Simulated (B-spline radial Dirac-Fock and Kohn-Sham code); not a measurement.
**Scattering functions of Sc⁴⁺**

System: Sc⁴⁺, [Ne] 3s2 3p5.

Calculated with a radial finite-basis atomic code, using configuration-average Dirac-Fock orbitals. f₀ is the Fourier transform of the spherical electron density, S the Waller-Hartree incoherent function, and s = sin θ/λ. The electron scattering factor follows from the Mott-Bethe formula f_e = 0.023934 Å⁻¹·(Z − f₀)/s².

```tsv
s (Å⁻¹)	f₀	S	f_e (Å)
0	17.000	0.000	–
0.07	16.633	0.430	21.328
0.09	16.402	0.695	13.585
0.11	16.123	1.010	9.648
0.13	15.799	1.365	7.366
0.15	15.438	1.750	5.916
0.18	14.841	2.366	4.550
0.22	13.975	3.215	3.474
0.26	13.075	4.050	2.806
0.32	11.756	5.209	2.161
0.38	10.566	6.222	1.729
0.46	9.263	7.346	1.328
0.55	8.184	8.350	1.014
0.65	7.348	9.232	0.773
0.78	6.573	10.159	0.568
0.94	5.784	11.130	0.412
1.13	4.888	12.132	0.302
1.35	3.921	13.089	0.224
1.62	2.961	13.968	0.165
1.94	2.195	14.670	0.120
2.33	1.672	15.213	0.085
2.79	1.366	15.633	0.060
3.34	1.170	15.994	0.043
```

f₀ starts at the number of electrons, 17, and has fallen to half at s ≈ 0.52 Å⁻¹. The sum of ⟨r²⟩ over the electrons is 10.37 bohr². For an ion f_e diverges as s goes to zero, because of the net charge.
